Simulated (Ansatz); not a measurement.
`CCN[SiH2]Cl` at its PBE0-D4/def2-TZVP geometry, where that method's forces vanish. The species carries charge 0 and has multiplicity 1.

```xyz
13

C    -1.1715    1.2575    0.3798
C    -0.7825    0.1986   -0.6369
N    -0.0785   -0.9359   -0.0644
Si    1.6095   -1.0967   -0.0206
Cl    2.5872    0.1876    1.2868
H    -1.8305    0.8379    1.1450
H    -1.7029    2.0822   -0.1022
H    -0.2881    1.6587    0.8806
H    -0.1360    0.6402   -1.4021
H    -1.6748   -0.1581   -1.1640
H    -0.6200   -1.4406    0.6214
H     1.9323   -2.4674    0.4311
H     2.1558   -0.7639   -1.3546
```

(1) What forces (eV/Å) does ωB97M-V/def2-TZVPP give on these atoms in the Gaussian-basis code of Ansatz? (Best estimate.)

Answers

(1) Computed: 
```
C1  -0.054  0.137  0.128
C2  -0.115  0.090 -0.288
N3   0.062 -0.163  0.150
Si4  0.135 -0.166 -0.135
Cl5  0.001  0.026  0.019
H6   0.049  0.020 -0.054
H7   0.044 -0.063  0.038
H8  -0.055 -0.030 -0.034
H9  -0.045 -0.027  0.053
H10  0.077  0.038  0.045
H11  0.008  0.008 -0.023
H12 -0.038  0.167 -0.052
H13 -0.067 -0.036  0.154
```
